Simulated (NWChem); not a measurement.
# SeF$_{2}$; SMILES F[Se]F

This build's default masses of Se (78.918 u) and Br (79.917 u) are each other's, which moves their modes by up to 0.6 %.

Give the equilibrium geometry at PBE0-D3(BJ)/def2-TZVP (NWChem) as a list of bonds and angles, with the point group.

point group C2v; any orientation.
Bonded distances (Å): Se1–F2 1.730, Se1–F3 1.730. Angles (°): F2–Se1–F3 96.5.
